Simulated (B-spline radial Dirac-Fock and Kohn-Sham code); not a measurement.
## Relativistic shifts of the levels of Os⁶¹⁺

System: Os⁶¹⁺, configuration 1s2 2s2 2p6 3s2 3p3.

Both columns are ΔSCF binding energies of the configuration average from a radial B-spline solver: non-relativistic Hartree-Fock with a point nucleus, and Dirac-Fock with a finite nucleus and the Coulomb interaction alone, averaged over the two j levels with weights 2j+1.

```
shell  Hartree-Fock (eV)  Dirac-Fock (eV)  shift (eV)  shift (%)
   1s            72775.5          79271.0    +6495.55      +8.93
   2s            15976.7          17807.3    +1830.67     +11.46
   3s             6546.0           7110.8     +564.76      +8.63
   3p             6395.5           6649.5     +254.06      +3.97
```

Relativity binds 1s, 2s, 3s, 3p more strongly, among those listed most of all 2s in relative terms.

Values without a named source are computed, but for edge energies of neutral atoms, which are taken from tables.
